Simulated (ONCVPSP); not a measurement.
# u(r) = r·R(r): atom against pseudo-atom (S (Z = 16))

Columns: radius, all-electron u(r) and pseudo u(r) of the 3s shell (level -17.26 eV) of sulfur in the configuration [Ne] 3s2 3p4; PBE, scalar-relativistic, ONCV scheme, ONCVPSP 4.0.1.

```tsv
r (bohr)	all-electron	pseudo
0.088	0.1460	0.0214
0.175	-0.1674	0.0457
0.262	-0.3692	0.0767
0.350	-0.4009	0.1181
0.438	-0.3097	0.1716
0.525	-0.1545	0.2361
0.612	0.0245	0.3100
0.700	0.2038	0.3908
0.788	0.3663	0.4742
0.875	0.5034	0.5562
0.962	0.6151	0.6345
1.050	0.7029	0.7059
1.138	0.7671	0.7650
1.225	0.8094	0.8075
1.312	0.8334	0.8327
1.400	0.8420	0.8419
1.487	0.8379	0.8379
1.575	0.8235	0.8234
1.662	0.8013	0.8012
1.750	0.7729	0.7729
1.838	0.7402	0.7402
1.925	0.7050	0.7050
2.012	0.6681	0.6681
2.100	0.6299	0.6299
2.188	0.5917	0.5916
2.275	0.5543	0.5542
```

Question: How many radial nodes do the two functions have?

Answer: The all-electron 3s function has n − l − 1 = 2; the pseudo-wave has 0, since the states of the same l below it are removed with the core.

Question: At about which radius was the pseudo-wave matched?

Answer: 1.50 bohr. The columns agree to 0.0005 from 1.40 bohr on; several derivatives are matched, so the curves merge somewhat inside the radius.

Question: Is the pseudo-wave norm-conserving?

Answer: Yes: the ONCV scheme keeps the norm inside the radius equal to the all-electron one, which fixes the energy derivative of the logarithmic derivative at the level.
